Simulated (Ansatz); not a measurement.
FH$_{3}$NOSc (`[NH2][Sc]([OH])[F]`), 7 atoms. Total charge 0; spin multiplicity 1. Correlated methods include outer-core shells of Sc, which these sets cover unevenly. Scalar relativity is left out up to krypton. Hardware: A = 2 threads of a server CPU on a shared host; B = 2 threads of an AMD EPYC 7R13 on a shared host and a share of an NVIDIA H100 80 GB. Correlated methods freeze the cores. Open-shell runs search over several starts.

(1) How many basis functions does each run have, and how long does it take in Ansatz? RKS PBE0-D4/def2-SVP energy [A]; UKS B3LYP-D4/def2-TZVPP energy of the cation [A]; RHF-CCSD(T)/def2-QZVPP energy [B]; RHF-CCSD(T)/def2-TZVPP energy [B]; direct RPA on PBE orbitals/def2-TZVPP energy [A]; RKS PBE0-D4/def2-TZVP relaxation (10 steps) [A]; UKS B2PLYP (frozen core)/def2-TZVPP energy of the cation [A]; RHF-CCSD(T)/def2-SVP energy [A]; RKS PBE0-D4/def2-QZVPP energy [B]; RKS ωB97M-V/def2-TZVPP energy and forces [A]; RKS ωB97M-V/def2-SVP energy [A]; RKS PBE0-D4/def2-TZVP frequencies [A]. (Estimate.)

Results:

(1) Computed: Other jobs shared the machine, so times are rough.

| level | job | functions | wall time | peak host memory (GiB) |
| --- | --- | --- | --- | --- |
| RKS PBE0-D4/def2-SVP | energy [A] | 88 | 2.4 s | 0.39 |
| RKS PBE0-D4/def2-QZVPP | energy [B] | 354 | 4 s | 0.88 |
| RHF-CCSD(T)/def2-TZVPP | energy [B] | 199 | 4.1 s | 0.78 |
| RHF-CCSD(T)/def2-SVP | energy [A] | 88 | 5.5 s | 0.39 |
| RKS ωB97M-V/def2-SVP | energy [A] | 88 | 8 s | 0.39 |
| direct RPA on PBE orbitals/def2-TZVPP | energy [A] | 199 | 9.5 s | 0.44 |
| RHF-CCSD(T)/def2-QZVPP | energy [B] | 354 | 10 s | 0.84 |
| RKS ωB97M-V/def2-TZVPP | energy and forces [A] | 199 | 12 s | 0.61 |
| UKS B3LYP-D4/def2-TZVPP | energy of the cation [A] | 199 | 19 s | 0.62 |
| UKS B2PLYP (frozen core)/def2-TZVPP | energy of the cation [A] | 199 | 22 s | 0.71 |
| RKS PBE0-D4/def2-TZVP | relaxation (10 steps) [A] | 156 | 35 s | 0.39 |
| RKS PBE0-D4/def2-TZVP | frequencies [A] | 156 | 2.5 min | 0.39 |

B3LYP here is the variant with VWN-RPA as its local correlation; programs differ in this.
